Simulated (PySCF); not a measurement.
One of the candidates below gave these computed data.

All candidates are C3H11NOSi3.

* UV, strongest line: among the 10 lowest singlet transitions: S9 at 7.62 eV (163 nm, f = 0.194) [TDDFT CAM-B3LYP/def2-SVPD]
* Triplet: lowest triplet excitation (Tamm–Dancoff): 5.31 eV [TDA CAM-B3LYP/def2-SVPD]
* Rotational structure: rotational constants A, B, C: 1.835, 0.633, 0.531 GHz [PBE0-D3(BJ)/def2-SVP]
* 13C NMR: chemical shifts (computed TMS as zero) by class: 127.4 (1 C), 12.2 (1 C), 2.0 (1 C) ppm [GIAO PBE0/pcSseg-1]
* Dipole: 3.01 D [CAM-B3LYP/def2-SVPD]
* Valence photoelectron: vertical ionisation energy: 9.99 eV [ΔSCF CAM-B3LYP/def2-SVPD]
* Polarisability: 121.8 au [CAM-B3LYP/def2-SVPD]
* UV, first state: lowest singlet excitation: 5.83 eV (213 nm, f = 0.017) [TDDFT CAM-B3LYP/def2-SVPD]
* NMR, other nuclei: isotropic shieldings of nuclei other than C and H, by class: -107 (1 N), 337 (1 O), 385 (1 Si), 386 (1 Si), 417 (1 Si) ppm [GIAO PBE0/pcSseg-1]

Electronic properties: PySCF, gas phase, density fitting. Levels stand in brackets. Isolated species at its PBE0-D3(BJ)/def2-SVP geometry (one conformer only). NMR values are class means; diastereotopic atoms form classes of their own.

Task: Which candidate is it?
A. `CC[SiH2][Si@@H](C#N)O[SiH3]`
B. `CCO[Si@H](C#N)[SiH2][SiH3]`
C. `C#C[Si@@H](O[SiH3])[SiH2]NC`
D. `CC#C[Si@@H](O)N([SiH3])[SiH3]`

Result: A. It is `CC[SiH2][Si@@H](C#N)O[SiH3]`. Numbering: `[CH3:1][CH2:2][SiH2:3][Si@@H:4]([C:5]#[N:6])[O:7][SiH3:8]`. Its formula, C3H11NOSi3, gives 2 degrees of unsaturation: 0 rings and 2 π bonds in the structure found. 3 carbons fall into 3 classes; from least to most shielded: cyano carbon [C5] (127.4 ppm), methyl carbon [C1] (12.2 ppm), sp3 carbon bound to silicon [C2] (2.0 ppm). The other shieldings belong to: -107 ppm, cyano nitrogen [N6]; 337 ppm, siloxane oxygen [O7]; 385 ppm, oxygen-bound silicon [Si8]; 386 ppm, oxygen-bound silicon [Si4]; 417 ppm, SiH2 silicon [Si3]. The first electron is taken from the HOMO, whose largest Löwdin shares are 0.22 on the SiH2 silicon, 0.21 on an oxygen-bound silicon, 0.16 on the siloxane oxygen and 0.09 on the sp3 carbon bound to silicon. The optimised geometry has point group C1 and is an asymmetric top.

The others, at the same levels:
- `CCO[Si@H](C#N)[SiH2][SiH3]` fails: its computed 13C shifts are 126.0 (1 C), 65.1 (1 C), 19.6 (1 C) ppm, lowest singlet excitation is 6.16 eV (201 nm, f = 0.067) (against 5.83 eV) and lowest triplet excitation (Tamm–Dancoff) is 5.53 eV (against 5.31 eV).
- `CC#C[Si@@H](O)N([SiH3])[SiH3]` fails: its computed 13C shifts are 114.1 (1 C), 84.8 (1 C), 5.5 (1 C) ppm, vertical ionisation energy is 9.42 eV (against 9.99 eV) and lowest triplet excitation (Tamm–Dancoff) is 4.88 eV (against 5.31 eV).
- `C#C[Si@@H](O[SiH3])[SiH2]NC` fails: its computed 13C shifts are 107.9 (1 C), 90.5 (1 C), 32.1 (1 C) ppm, lowest singlet excitation is 5.08 eV (244 nm, f = 0.005) (against 5.83 eV) and vertical ionisation energy is 8.63 eV (against 9.99 eV).

Each candidate is one conformer, not necessarily the lowest. The conformers computed, where there is a choice (atom-mapped SMILES and torsion angles):
- `[CH3:1][CH2:2][SiH2:3][Si@@H:4]([C:5]#[N:6])[O:7][SiH3:8]`: C1–C2–Si3–Si4 58°, C2–Si3–Si4–C5 39°, Si3–Si4–O7–Si8 -87°
- `[CH3:1][CH2:2][O:3][Si@H:4]([C:5]#[N:6])[SiH2:7][SiH3:8]`: C1–C2–O3–Si4 176°, C2–O3–Si4–C5 -57°, O3–Si4–Si7–Si8 37°
- `[CH3:1][C:2]#[C:3][Si@@H:4]([OH:5])[N:6]([SiH3:7])[SiH3:8]`: C3–Si4–N6–Si7 -6°, H–O5–Si4–C3 53°
- `[CH:1]#[C:2][Si@@H:3]([O:4][SiH3:5])[SiH2:6][NH:7][CH3:8]`: C2–Si3–O4–Si5 -27°, C2–Si3–Si6–N7 61°, Si3–Si6–N7–C8 -62°
